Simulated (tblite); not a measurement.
C26H16F6Se4 (co-oligomer), SMILES FC(F)(F)/C=C/c1ccc(/C=C/c2ccc(/C=C/c3ccc(/C=C/c4ccc(C(F)(F)F)[se]4)[se]3)[se]2)[se]1 at step 0 of a GFN2-xTB optimisation (tblite, gas phase), coordinates in Å:

```
  1 F   -13.383   -0.558   -1.716
  2 C   -12.813   -1.058   -0.596
  3 F   -13.303   -0.338    0.496
  4 F   -13.254   -2.348   -0.422
  5 C   -11.339   -0.948   -0.528
  6 C   -10.559   -1.593   -1.384
  7 C    -9.101   -1.387   -1.213
  8 C    -8.114   -1.945   -1.962
  9 C    -6.827   -1.690   -1.713
 10 C    -6.459   -0.872   -0.715
 11 C    -5.081   -0.510   -0.345
 12 C    -4.939    0.313    0.676
 13 C    -3.561    0.669    1.043
 14 C    -3.168    1.495    2.044
 15 C    -1.887    1.747    2.281
 16 C    -0.907    1.190    1.542
 17 C     0.548    1.383    1.693
 18 C     1.319    0.743    0.856
 19 C     2.799    0.846    0.896
 20 C     3.528    1.574    1.764
 21 C     4.859    1.591    1.704
 22 C     5.512    0.860    0.757
 23 C     6.975    0.773    0.568
 24 C     7.414    0.011   -0.405
 25 C     8.854   -0.154   -0.698
 26 C     9.889    0.420   -0.036
 27 C    11.152    0.191   -0.401
 28 C    11.445   -0.634   -1.442
 29 C    12.787   -1.007   -1.986
 30 F    13.793   -0.168   -1.566
 31 F    13.102   -2.323   -1.715
 32 F    12.688   -0.884   -3.377
 33 Se    9.574   -1.174   -2.010
 34 Se    3.951    0.043   -0.164
 35 Se   -1.841    0.038    0.149
 36 Se   -8.159   -0.242    0.160
 37 H   -10.869   -0.311    0.230
 38 H   -10.969   -2.217   -2.141
 39 H    -8.415   -2.642   -2.807
 40 H    -6.028   -2.164   -2.356
 41 H    -4.214   -0.892   -0.863
 42 H    -5.792    0.684    1.196
 43 H    -3.974    1.970    2.680
 44 H    -1.579    2.437    3.129
 45 H     0.959    2.012    2.455
 46 H     0.869    0.126    0.104
 47 H     2.988    2.182    2.551
 48 H     5.471    2.200    2.431
 49 H     7.665    1.308    1.194
 50 H     6.715   -0.516   -1.024
 51 H     9.655    1.100    0.833
 52 H    12.023    0.671    0.150
```

Task: What are the forces on the atoms (eV/Å)?

Result: 
```
  1 F     0.20   -0.45    0.74
  2 C    -0.55    0.38    1.57
  3 F    -0.16   -0.70   -1.23
  4 F     0.13    1.09   -0.38
  5 C    -0.11    0.31    0.06
  6 C     2.43    0.89    0.94
  7 C    -0.37    0.31    0.45
  8 C    -3.55   -1.91   -2.15
  9 C     3.96   -0.87   -1.34
 10 C     0.28    0.92    1.09
 11 C    -2.79   -0.85   -0.86
 12 C     3.28    0.66    0.66
 13 C     0.10   -0.48   -0.65
 14 C    -4.75    0.32    0.66
 15 C     3.52    2.11    2.49
 16 C     0.78   -0.66   -0.95
 17 C    -3.15    0.05    0.28
 18 C     3.39   -0.67   -1.07
 19 C    -2.72    0.05    0.24
 20 C    -3.36    2.48    3.26
 21 C     3.92    1.42    1.57
 22 C    -0.08   -0.28   -0.33
 23 C    -2.77    0.37    0.61
 24 C     2.51   -1.11   -1.55
 25 C    -1.42    0.06    0.20
 26 C    -2.49    2.44    3.17
 27 C     4.79    0.49    0.42
 28 C    -2.04   -0.29    0.06
 29 C    -0.90    0.04   -0.88
 30 F    -1.09   -1.32   -0.49
 31 F     0.14    1.56   -0.38
 32 F     0.74   -0.36    1.36
 33 Se    1.78   -1.22   -1.64
 34 Se    2.83   -1.93   -2.57
 35 Se   -0.56    1.19    1.55
 36 Se    0.38   -1.09   -1.38
 37 H    -0.65   -0.22   -0.20
 38 H     0.21   -0.35   -0.44
 39 H     0.39    0.85    1.02
 40 H    -0.84    0.53    0.73
 41 H    -0.31   -0.20   -0.26
 42 H    -0.11    0.40    0.49
 43 H     0.90   -0.52   -0.69
 44 H    -0.40   -0.79   -0.98
 45 H    -0.39    0.21    0.29
 46 H     0.09   -0.33   -0.39
 47 H     0.77   -0.63   -0.82
 48 H    -0.74   -0.62   -0.74
 49 H    -0.43    0.22    0.30
 50 H    -0.14   -0.25   -0.29
 51 H     0.49   -0.71   -0.94
 52 H    -1.14   -0.52   -0.60
```
